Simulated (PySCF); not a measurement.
C4H12NSi, SMILES C(N([SiH2])CC)C, multiplicity 2.

Coordinates come from a PBE0-D3(BJ)/def2-SVP optimisation. The isomer is the one that the SMILES or the coordinates give; other isomers of the formula were not compared. The values are those of a single conformer.

All values below come from TDA-B3LYP/def2-SVPD in PySCF.

Vertical excitations. The molecule is in vacuum.

Computed lowest excited states:
```
state   energy (eV)  λ (nm)      f                                                  main pairs
------  -----------  ------  -----  ----------------------------------------------------------
root 1         3.54     350  0.077                                            β HOMO→LUMO 93 %
root 2         4.18     297  0.039                        α HOMO→LUMO 72 %, α HOMO→LUMO+2 18 %
root 3         4.45     279  0.031                        α HOMO→LUMO+2 74 %, α HOMO→LUMO 22 %
root 4         4.69     265  0.029                      α HOMO→LUMO+1 77 %, α HOMO→LUMO+5 13 %
root 5         4.99     248  0.012                                          α HOMO→LUMO+3 89 %
root 6         5.23     237  0.026  α HOMO→LUMO+5 69 %, α HOMO→LUMO+1 13 %, α HOMO→LUMO+4 12 %
```
Unrestricted roots are not spin-pure.
